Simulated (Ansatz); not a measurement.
Gas-phase electronic energies from Ansatz, PBE0-D4/def2-TZVP geometries. CCSD(T)/CBS is the MP2 limit (def2-TZVPP, def2-QZVPP) plus CCSD(T) − MP2 in def2-TZVPP, frozen cores. DFT in def2-TZVPP. For Se outer-core shells are correlated without core-valence functions, which leaves a few kJ/mol of doubt a bond. Scalar relativity is left out up to krypton. Each species was taken in one conformer, which may not be the lowest.

`CN[Si](F)(Cl)OC` + H₂Se → `CO[Si](F)(Cl)[SeH]` + CH₃NH₂  (ligand exchange at the Si–N bond)

| species | PBE0 energy (Eh) |
| --- | --- |
| `CN[Si](F)(Cl)OC` | -1059.68011 |
| H₂Se | -2402.46291 |
| `CO[Si](F)(Cl)[SeH]` | -3366.35886 |
| CH₃NH₂ | -95.78001 |

Q: Work out ΔE.

A: ΔE = (-3366.35886) + (-95.78001) − (-1059.68011) − (-2402.46291) = 0.00415 Eh = +0.11 eV. CCSD(T)/CBS gives +0.16 eV.

Largest T1 diagnostic among the species: 0.010.

From PBE to PBE0 (25 % exact exchange), in def2-TZVPP and without D4, ΔE moves by +0.05 eV. In def2-TZVPP, CCSD(T) changes the Hartree–Fock value by −0.07 eV (the triples alone add −0.02 eV) and MP2 by −0.12 eV.
